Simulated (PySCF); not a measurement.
## BaH: mean field, correlation and small terms against distance

State: ²Σ⁺, doublet, unpaired electrons σ ↑. ROHF-based CCSD(T) in PySCF 2.14 with Ba cc-pwCVDZ-X2C, H aug-cc-pVDZ-DK and Ba cc-pwCVTZ-X2C, H aug-cc-pVTZ-DK (frozen core orbitals: 23; spin-free X2C with a Gaussian nucleus). Correlation energies are extrapolated as n⁻³ (n = 2, 3), Hartree–Fock as (n+1)·exp(−9√n). All energies in eV from Ba + H.

```tsv
R (Å)	HF/CBS	CCSD corr.	(T)	total
1.9561	-1.286	-0.570	0.0472	-1.808
2.0450	-1.483	-0.526	0.0510	-1.958
2.1339	-1.607	-0.487	0.0542	-2.040
2.2228	-1.673	-0.454	0.0569	-2.070
2.3117	-1.692	-0.426	0.0590	-2.059
2.4228	-1.665	-0.396	0.0610	-2.000
2.5340	-1.595	-0.374	0.0624	-1.906
```

A fit to the total gives Re = 2.2396 Å, De = 2.071 eV, ωe = 1162.4 cm⁻¹, Be = 3.359 cm⁻¹ (masses 137.9052 and 1.0078 u).

Task: At R = 2.2228 Å the CCSD correlation energy is -0.160240 hartree in the smaller basis and -0.234465 in the larger. Extrapolate it.

Result: (3³·E3 − 2³·E2)/(3³ − 2³) = -0.26572 hartree; the larger basis holds 88.2 % of it.

The T1 diagnostic is 0.023. The state was picked by a PBE0 search and need not be the measured ground state. Spin–orbit coupling, excitations beyond (T) and corrections to the Born–Oppenheimer picture are left out.
